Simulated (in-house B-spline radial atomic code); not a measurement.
Successive ionisation energies of bismuth; each step leads to the configuration of the next row (after the last: [He] 2s2 2p3). Dirac energy differences include first-order Breit, QED and recoil terms. NIST's values go from ground level to ground level; the uncertainty of those that are theory runs from under 0.1 % in few-electron ions to several per cent in heavy many-electron ones. Computed with a B-spline radial code for spherical atoms: Dirac-Hartree-Fock, average of the configuration, finite nuclei.

```json
{"ion": "Bi65+", "configuration": "[Ne] 3s2 3p6", "ionisation energy (eV)": "7785.4", "tabulated value (eV)": "7580", "computed minus tabulated (eV)": "205", "highest orbital": "3p3/2", "largest mean radius (bohr)": "0.16405"}
{"ion": "Bi66+", "configuration": "[Ne] 3s2 3p5", "ionisation energy (eV)": "7931.1", "tabulated value (eV)": "7720", "computed minus tabulated (eV)": "211", "highest orbital": "3p3/2", "largest mean radius (bohr)": "0.16325"}
{"ion": "Bi67+", "configuration": "[Ne] 3s2 3p4", "ionisation energy (eV)": "8077.9", "tabulated value (eV)": "7870", "computed minus tabulated (eV)": "208", "highest orbital": "3p3/2", "largest mean radius (bohr)": "0.16251"}
{"ion": "Bi68+", "configuration": "[Ne] 3s2 3p3", "ionisation energy (eV)": "8225.6", "tabulated value (eV)": "8010", "computed minus tabulated (eV)": "216", "highest orbital": "3p3/2", "largest mean radius (bohr)": "0.16178"}
{"ion": "Bi69+", "configuration": "[Ne] 3s2 3p2", "ionisation energy (eV)": "8374.2", "tabulated value (eV)": "8780", "computed minus tabulated (eV)": "-406", "highest orbital": "3p3/2", "largest mean radius (bohr)": "0.16106"}
{"ion": "Bi70+", "configuration": "[Ne] 3s2 3p1", "ionisation energy (eV)": "8523.9", "tabulated value (eV)": "8950", "computed minus tabulated (eV)": "-426", "highest orbital": "3p3/2", "largest mean radius (bohr)": "0.16035"}
{"ion": "Bi71+", "configuration": "[Ne] 3s2", "ionisation energy (eV)": "9270.8", "tabulated value (eV)": "9270", "computed minus tabulated (eV)": "1", "highest orbital": "3s1/2", "largest mean radius (bohr)": "0.15742"}
{"ion": "Bi72+", "configuration": "[Ne] 3s1", "ionisation energy (eV)": "9426.2", "tabulated value (eV)": "9430", "computed minus tabulated (eV)": "-4", "highest orbital": "3s1/2", "largest mean radius (bohr)": "0.15682"}
{"ion": "Bi73+", "configuration": "[He] 2s2 2p6", "ionisation energy (eV)": "20918.4", "tabulated value (eV)": "20130", "computed minus tabulated (eV)": "788", "highest orbital": "2p3/2", "largest mean radius (bohr)": "0.064744"}
{"ion": "Bi74+", "configuration": "[He] 2s2 2p5", "ionisation energy (eV)": "21322.7", "tabulated value (eV)": "20500", "computed minus tabulated (eV)": "823", "highest orbital": "2p3/2", "largest mean radius (bohr)": "0.064488"}
{"ion": "Bi75+", "configuration": "[He] 2s2 2p4", "ionisation energy (eV)": "21730.5", "tabulated value (eV)": "20920", "computed minus tabulated (eV)": "810", "highest orbital": "2p3/2", "largest mean radius (bohr)": "0.064234"}
```

**Question.** Where is the largest jump?

**Answer.** From Bi72+ to Bi73+, by a factor of 2.22 (9426.2 to 20918 eV); the highest orbital goes from 3s1/2 to 2p3/2.

Where a p, d or f electron is removed, the computed value is a mean over both j, so it misses the tabulated one by a part of the spin-orbit splitting; averaging over terms and missing correlation add to the gap, relatively most at low charge.
